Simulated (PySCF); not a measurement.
ClZn, doublet, geometry from GFN2-xTB (such geometries of metal compounds can be far from the true shape) (the spin is typed, not shown lowest). Base run: CASSCF(5,7)/6-31G* (PySCF).

PySCF was given this input:
```python
from pyscf import gto, scf, mcscf
import numpy

mol = gto.M(
    atom='''
Zn   -0.000000   -0.000000   -0.798973
Cl    0.000000    0.000000    1.409952
''',
    basis='6-31g*',
    charge=0,
    spin=1,
    verbose=3,
)

mf = scf.ROHF(mol)
mf.kernel()
mc = mcscf.CASSCF(mf, 7, 5)
mc.fix_spin_(ss=0.75)
mc.kernel()
occ = numpy.linalg.eigvalsh(mc.fcisolver.make_rdm1(mc.ci, mc.ncas, mc.nelecas))[::-1]
ss = mc.fcisolver.spin_square(mc.ci, mc.ncas, mc.nelecas)[0]
print('natural occupations', occ.round(4), ' <S^2>', round(ss, 4))
```

The base run was repeated with changes; each row names its change, and settings that it needs were set with it.

| change | ΔE vs base (mEh) | natural occupations | <S^2> of the state | core-seconds (rough) | outcome |
|---|---|---|---|---|---|
| base | 0.000 | 1.98 1.98 1.00 0.01 0.01 0.01 0.01 | 0.75 | 10 | converged |
| fix_spin_ = off | - | - | - | - | not converged |
| conv_tol = 1e-5 | 0.765 | 1.98 1.98 1.00 0.01 0.01 0.01 0.01 | 0.75 | 6 | converged |
| solver = newton | 21.038 | 1.99 1.99 1.00 0.01 0.01 0.00 0.00 | 0.75 | 3 | converged |
| orbitals = fixed (CASCI) | 37.705 | 2.00 2.00 1.00 0.00 0.00 0.00 0.00 | 0.75 | 0.6 | converged |
| active space = 9 electrons, 9 orbitals | - | - | - | - | not converged |
| active space = 9 electrons, 8 orbitals | - | - | - | - | not converged |
| active space = 7 electrons, 5 orbitals | - | - | - | - | not converged |
| active space = 7 electrons, 6 orbitals | - | - | - | - | not converged |
| state_average = 2 states | - | - | - | - | not converged |
| orbitals = fixed (CASCI); correction = SC-NEVPT2 | -365.3 | 2.00 2.00 1.00 0.00 0.00 0.00 0.00 | 0.75 | 0.8 | converged |

Active orbitals are taken around the Fermi level unless the row says otherwise; CASSCF can end in different local minima, and two programs can end on different orbitals. State-averaged rows give the lowest state.

Open shells are given as the SCF converged; they aren't shown to be the lowest states, and a large step between rows can be another state.
